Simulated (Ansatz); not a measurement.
System (SMILES): [O]C#N, doublet.
Atoms: O1, C2, N3. Bonds: O1-C2, C2-N3.

How fast the highest harmonic wavenumber converges with the basis for several methods (Ansatz, a first-principles code): deviation from each method's own reference, in cm⁻¹. References: B3LYP 1985 cm⁻¹, the value in cc-pVQZ; HF 2008 cm⁻¹, the value in cc-pVQZ; MP2 2475 cm⁻¹, the value in cc-pVQZ; PBE 1960 cm⁻¹, the value in cc-pVQZ. Cartesian d functions, on some or all atoms, in 6-31G*; all else is spherical. In correlated methods cores are frozen. Open shells are unrestricted. No added dispersion term, no relativity. Each level at its own minimum, unscaled; the references are large sets that could be run, not limits.

```csv
basis,functions,B3LYP,HF,MP2,PBE
cc-pVDZ,42,8,-21,5,15
def2-SVP,42,42,-18,42,48
6-31G*,45,13,-50,32,18
6-311G**,54,14,-23,6,19
aug-cc-pVDZ,69,-6,-17,0,-2
pcseg-2,90,-3,-16,-9,-3
cc-pVTZ,90,5,-3,-1,6
def2-TZVPP,93,3,-5,-4,3
def2-TZVPPD,114,1,-4,-4,1
"6-311++G(3df,3pd)",117,9,12,-2,9
jun-cc-pV(T+d)Z,117,-3,-5,-6,-4
cc-pCVTZ,129,-1,-8,-10,-1
```

Mean absolute deviation over 6-311G**, pcseg-2, cc-pVTZ, def2-TZVPP, def2-TZVPPD, 6-311++G(3df,3pd), jun-cc-pV(T+d)Z, cc-pCVTZ: B3LYP 5, MP2 5, PBE 6, HF 9 cm⁻¹.
